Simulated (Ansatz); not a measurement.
Energy needed to pull apart CH5GaO (SMILES [CH3][GaH][OH]), closed shell, into free ground-state atoms, from the structure below (displaced at random from a GFN2-xTB minimum); no zero-point or spin–orbit terms; open-shell atoms are treated unrestricted, in their ground-state multiplicity.

```json
{"atom": "C1", "x (Å)": "-0.0762", "y (Å)": "1.1056", "z (Å)": "-0.7066"}
{"atom": "Ga2", "x (Å)": "-0.2002", "y (Å)": "-0.8319", "z (Å)": "-0.0756"}
{"atom": "O3", "x (Å)": "0.4615", "y (Å)": "-1.2932", "z (Å)": "1.4654"}
{"atom": "H4", "x (Å)": "0.8890", "y (Å)": "1.3149", "z (Å)": "-1.0841"}
{"atom": "H5", "x (Å)": "-0.2120", "y (Å)": "1.7557", "z (Å)": "0.1903"}
{"atom": "H6", "x (Å)": "-0.8463", "y (Å)": "1.3446", "z (Å)": "-1.4074"}
{"atom": "H7", "x (Å)": "-0.8676", "y (Å)": "-2.1001", "z (Å)": "-0.7304"}
{"atom": "H8", "x (Å)": "0.8880", "y (Å)": "-1.3127", "z (Å)": "2.2182"}
```

Program: Ansatz 0.2.0. Basis: def2-TZVPP. Cores are frozen in the correlated methods. Filled d shells of the heavier atoms are correlated. The def2 sets are not built for correlating such inner shells, so the correlated values are less sure here.

| method | atomization energy (kcal/mol) |
| --- | --- |
| PBE-D4 | 623.5 |
| r2SCAN-D4 | 621.9 |
| PBE0-D4 | ? |
| r2SCAN0-D4 | 613.3 |
| HSE06-D4 | 615.7 |
| wB97M-V | 619.9 |
| HF | 451.0 |
| MP2 | ? |
| CCSD | 603.0 |
| CCSD(T) | 610.5 |

Question: What does MP2 give? (An estimate is asked for; the value comes from the calculation.)

Answer: Computed: 618.1 kcal/mol, which is about 7.6 kcal/mol more than CCSD(T)/def2-TZVPP.

Question: What does PBE0-D4 give? (To be estimated.)

Answer: Computed: 615.3 kcal/mol, which is about 4.8 kcal/mol more than CCSD(T)/def2-TZVPP.

In triple zeta the MP2 and coupled-cluster atomization energies are still short of their basis limit by a few kcal/mol a bond, whereas those of the functionals are nearly converged, so these differences are not deviations from converged CCSD(T).

The T1 diagnostic stays at or below 0.013.

For scale, one of the runs: CCSD(T)/def2-TZVPP forces, 180 basis functions (an equivalent command: `ansatz run in.yaml --threads 4`). Time: 2.5 min of wall clock on 4 CPU threads; the host was shared. Peak host memory: 3.3 GiB.
